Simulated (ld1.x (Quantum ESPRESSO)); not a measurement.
# u(r) = r·R(r): atom against pseudo-atom (carbon)

Columns: radius, all-electron u(r) and pseudo u(r) of the 2p shell (level -7.89 eV) of carbon in the configuration [He] 2s2 2p1.75; PBE, non-relativistic, TM scheme, ld1.x (Quantum ESPRESSO) 7.5.

```json
{"r (bohr)": "0.065", "all-electron": "0.0229", "pseudo": "0.0114"}
{"r (bohr)": "0.130", "all-electron": "0.0765", "pseudo": "0.0449"}
{"r (bohr)": "0.195", "all-electron": "0.1450", "pseudo": "0.0976"}
{"r (bohr)": "0.260", "all-electron": "0.2189", "pseudo": "0.1655"}
{"r (bohr)": "0.325", "all-electron": "0.2925", "pseudo": "0.2431"}
{"r (bohr)": "0.390", "all-electron": "0.3624", "pseudo": "0.3248"}
{"r (bohr)": "0.455", "all-electron": "0.4267", "pseudo": "0.4048"}
{"r (bohr)": "0.520", "all-electron": "0.4844", "pseudo": "0.4783"}
{"r (bohr)": "0.585", "all-electron": "0.5350", "pseudo": "0.5421"}
{"r (bohr)": "0.650", "all-electron": "0.5792", "pseudo": "0.5944"}
{"r (bohr)": "0.715", "all-electron": "0.6171", "pseudo": "0.6354"}
{"r (bohr)": "0.780", "all-electron": "0.6490", "pseudo": "0.6660"}
{"r (bohr)": "0.845", "all-electron": "0.6749", "pseudo": "0.6882"}
{"r (bohr)": "0.910", "all-electron": "0.6951", "pseudo": "0.7040"}
{"r (bohr)": "0.975", "all-electron": "0.7102", "pseudo": "0.7151"}
{"r (bohr)": "1.040", "all-electron": "0.7205", "pseudo": "0.7226"}
{"r (bohr)": "1.105", "all-electron": "0.7266", "pseudo": "0.7272"}
{"r (bohr)": "1.170", "all-electron": "0.7289", "pseudo": "0.7290"}
{"r (bohr)": "1.235", "all-electron": "0.7278", "pseudo": "0.7278"}
{"r (bohr)": "1.300", "all-electron": "0.7238", "pseudo": "0.7238"}
{"r (bohr)": "1.365", "all-electron": "0.7174", "pseudo": "0.7174"}
{"r (bohr)": "1.430", "all-electron": "0.7087", "pseudo": "0.7087"}
{"r (bohr)": "1.495", "all-electron": "0.6983", "pseudo": "0.6983"}
{"r (bohr)": "1.560", "all-electron": "0.6863", "pseudo": "0.6863"}
{"r (bohr)": "1.625", "all-electron": "0.6730", "pseudo": "0.6730"}
{"r (bohr)": "1.690", "all-electron": "0.6587", "pseudo": "0.6587"}
```

Q: How many radial nodes do the two functions have?

A: The all-electron 2p function has n − l − 1 = 0; the pseudo-wave has 0.

Q: At about which radius was the pseudo-wave matched?

A: 1.30 bohr. The columns agree to 0.0005 from 1.17 bohr on; several derivatives are matched, so the curves merge somewhat inside the radius.

Q: Is the pseudo-wave norm-conserving?

A: Yes: the TM scheme keeps the norm inside the radius equal to the all-electron one, which fixes the energy derivative of the logarithmic derivative at the level.
